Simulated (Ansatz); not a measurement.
**A rate constant, worked out**

An elementary step of GeH$_{4}$S$_{2}$, singlet (GeH₄S₂ ([SH][GeH2][SH]) → GeH₂S ([S][GeH2]) + H₂S (still joined by a long Ge–S bond); Ge–S, S–H broken or loosened, S–H formed or tightened). The start structure is the reactant molecule, and the electronic barrier above it is 1.655 eV by CCSD(T) at an estimated basis limit (MP2 extrapolated from triple and quadruple zeta, plus CCSD(T) − MP2 in triple zeta). Program: Ansatz 0.2.0. Basis: def2-TZVPP and def2-QZVPP. Cores are frozen in the correlated methods. Filled d shells of the heavier atoms are correlated. The def2 sets are not built for correlating such inner shells, so the correlated values are less sure here. Extrapolation: Hartree–Fock as exp(−7.88 √X), correlation as X^−2.97. Harmonic wavenumbers at PBE0-D4/def2-TZVP (Ansatz 0.2.0), in cm⁻¹:

Start: 119, 186, 219, 398, 417, 441, 599, 701, 794, 808, 856, 2162, 2172, 2713, 2713.

Saddle: 550i, 219, 224, 391, 439, 516, 540, 616, 702, 890, 1099, 1516, 2117, 2126, 2716.

(1) Work out the transition-state-theory rate constant at 800 K from these numbers alone (harmonic vibrations; rotation, path degeneracy and anharmonicity left out), and the Wigner tunnelling factor. Use 1 cm⁻¹ = 1.2398 × 10⁻⁴ eV and k_B = 8.617 × 10⁻⁵ eV/K.

T1 diagnostic: at most 0.015.

Answers

(1) Zero-point energies, half the sums: start 15298/2 cm⁻¹ = 0.9484 eV; saddle, real modes only, 14111/2 cm⁻¹ = 0.8748 eV.
Barrier with zero-point energy: 1.655 + 0.8748 − 0.9484 = 1.5814 eV.
k_BT = 0.06894 eV, so the barrier is 22.94 k_BT.
Vibrational partition functions from the zero-point level, ln q = −Σ ln(1 − exp(−hν/k_BT)): start 7.527, saddle 5.721.
k = (k_BT/h) exp(ln q‡ − ln q) exp(−E0/k_BT), with log₁₀(k_BT/h in s⁻¹) = 13.22: log₁₀ k = 13.22 + (-1.806 − 22.94)/2.3026 = 2.47, so k ≈ 3 × 10^(2) s⁻¹.
Wigner factor: 1 + (hν‡/k_BT)²/24 = 1 + (0.99)²/24 = 1.04. A change of 1 kcal/mol (0.043 eV) in the barrier would change k by a factor of 1.9 at this temperature.

Labels in which every atom is bracketed show which atoms are joined, not bond orders.

For scale, one of the runs: CCSD(T)/def2-TZVPP, 188 basis functions, launched by `ansatz run in.yaml --threads 4 --pin off --events-out ev --progress --plain --max-ram 9574MiB`. Time: 42 s of wall clock on 4 CPU threads of an Arm Neoverse V1; the host was shared. Peak host memory: 1.8 GiB.
